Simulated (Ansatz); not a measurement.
Cl4Sb (SMILES [Cl][Sb]([Cl])([Cl])[Cl]), doublet, geometry from GFN2-xTB (the spin is typed, not shown lowest) (all electrons, no relativity); Ansatz (a quantum-chemistry and plane-wave program) with WB97X/STO-3G.

Here is a job for Ansatz.
Ansatz 0.2 input:
```yaml
crystal:
  periodic: [false, false, false]
  atoms:
    - {symbol: Sb, position_ang: [0.03902479, -0.31322280, -0.15607282]}
    - {symbol: Cl, position_ang: [2.32544877, 0.11868252, -1.11471006]}
    - {symbol: Cl, position_ang: [0.60640938, 0.40474219, 1.98899331]}
    - {symbol: Cl, position_ang: [-0.86672361, 1.68460561, -0.94791198]}
    - {symbol: Cl, position_ang: [-2.18220890, -1.26836192, 0.54184720]}
basis:
  gaussian:
    orbitals: STO-3G
hamiltonian:
  xc: {name: wB97X}
magnetization: {spin_polarized: true, initial_magnetization: 1}
```

Write the output that Ansatz gives for this input, abridged.


```
Functional definition: wB97X
664 factors; integrals over basis functions are off by at most 2.3e-5 eV
176 factors; integrals over basis functions are off by at most 4.3e-7 eV
mean field evaluation 1: about -219713.5775 eV, gradient 1.7e1 eV
mean field evaluation 2: about -219717.6689 eV, gradient 6.5e0 eV
mean field evaluation 4: about -219718.1743 eV, gradient 2.4e-1 eV
mean field evaluation 8: about -219718.1489 eV, gradient 7.8e-3 eV
mean field evaluation 16: about -219718.1489 eV, gradient 3.4e-5 eV
mean field -219718.14888136 eV, -8074.4930410796 hartree, gradient 3.1e-5 eV, S^2 0.768538; 0 other end points of the search recorded, 0 dependent functions left out
reference -219718.14886556 eV, -8074.4930404990 hartree; 60, 59 occupied and 3, 4 virtual orbitals, 664 factors
Total energy: -219718.14886556 eV, -8074.4930404990 hartree
```
